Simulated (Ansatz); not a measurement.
Si17H24, a nanocrystal cut from cubic silicon. Charge 0, multiplicity 1. Geometry PBE-D4/def2-SVP.

| atom | x (Å) | y (Å) | z (Å) |
| --- | --- | --- | --- |
| Si1 | 4.187 | -1.558 | -0.137 |
| Si2 | 1.507 | 0.714 | -2.695 |
| Si3 | -3.519 | -1.751 | 0.944 |
| Si4 | -2.185 | 0.469 | -1.890 |
| Si5 | 0.273 | -1.569 | 0.218 |
| Si6 | 2.233 | 1.611 | 1.052 |
| Si7 | -1.550 | 1.439 | 1.778 |
| Si8 | -0.204 | 3.678 | -1.038 |
| Si9 | 2.255 | -2.836 | 0.304 |
| Si10 | -1.499 | -2.960 | 0.907 |
| Si11 | -0.171 | -0.753 | -1.938 |
| Si12 | 4.250 | 0.403 | 1.170 |
| Si13 | 1.795 | 2.431 | -1.109 |
| Si14 | -3.959 | -0.925 | -1.217 |
| Si15 | -3.323 | 0.045 | 2.454 |
| Si16 | -1.972 | 2.265 | -0.384 |
| Si17 | 0.461 | 0.220 | 1.729 |
| H18 | 5.412 | -2.386 | 0.165 |
| H19 | 4.223 | -1.193 | -1.598 |
| H20 | 1.044 | 1.341 | -3.989 |
| H21 | 2.802 | -0.009 | -2.963 |
| H22 | -4.652 | -2.653 | 1.378 |
| H23 | -2.452 | 1.021 | -3.272 |
| H24 | 2.313 | 2.799 | 1.986 |
| H25 | -1.402 | 2.604 | 2.730 |
| H26 | -0.490 | 4.268 | -2.397 |
| H27 | -0.065 | 4.808 | -0.047 |
| H28 | 2.164 | -3.987 | -0.667 |
| H29 | 2.367 | -3.407 | 1.696 |
| H30 | -1.615 | -4.132 | -0.036 |
| H31 | -1.189 | -3.491 | 2.285 |
| H32 | -0.318 | -1.924 | -2.882 |
| H33 | 5.407 | 1.267 | 0.734 |
| H34 | 4.477 | 0.007 | 2.608 |
| H35 | 2.935 | 3.326 | -1.536 |
| H36 | -4.100 | -2.075 | -2.183 |
| H37 | -5.252 | -0.147 | -1.214 |
| H38 | -4.611 | 0.830 | 2.481 |
| H39 | -3.061 | -0.484 | 3.843 |
| H40 | -3.272 | 3.038 | -0.367 |
| H41 | 0.755 | -0.348 | 3.099 |

Single mean-field runs in def2-SVP, def2-TZVP are fitted with def2-universal-jkfit.

Problem. Estimate the orbital energies around the gap (eV) in Ansatz with LDA (SPW92)/def2-TZVP, PBE-D4/def2-SVP, PBE-D4/def2-TZVP, BLYP-D4/def2-TZVP, PBE0-D4/def2-SVP.

Solution. 
```tsv
orbital	LDA (SPW92)/def2-TZVP	PBE-D4/def2-SVP	PBE-D4/def2-TZVP	BLYP-D4/def2-TZVP	PBE0-D4/def2-SVP
HOMO−13	-7.78	-7.75	-7.72	-7.58	-8.95
HOMO−12	-7.75	-7.72	-7.70	-7.56	-8.92
HOMO−11	-7.45	-7.42	-7.40	-7.25	-8.57
HOMO−10	-7.21	-7.16	-7.12	-6.95	-8.25
HOMO−9	-7.10	-7.05	-7.01	-6.83	-8.11
HOMO−8	-7.01	-6.98	-6.96	-6.81	-8.07
HOMO−7	-6.97	-6.93	-6.89	-6.71	-7.99
HOMO−6	-6.91	-6.86	-6.84	-6.67	-7.91
HOMO−5	-6.85	-6.81	-6.79	-6.66	-7.86
HOMO−4	-6.81	-6.77	-6.77	-6.61	-7.83
HOMO−3	-6.69	-6.64	-6.62	-6.46	-7.67
HOMO−2	-6.60	-6.55	-6.51	-6.36	-7.55
HOMO−1	-6.54	-6.49	-6.48	-6.31	-7.51
HOMO	-6.25	-6.20	-6.18	-6.04	-7.17
LUMO	-2.31	-2.01	-2.14	-1.90	-1.36
LUMO+1	-2.24	-1.94	-2.09	-1.86	-1.28
LUMO+2	-2.20	-1.86	-2.02	-1.79	-1.20
LUMO+3	-2.15	-1.80	-1.96	-1.71	-1.13
LUMO+4	-2.08	-1.71	-1.89	-1.66	-1.03
LUMO+5	-2.01	-1.60	-1.80	-1.58	-0.91
```
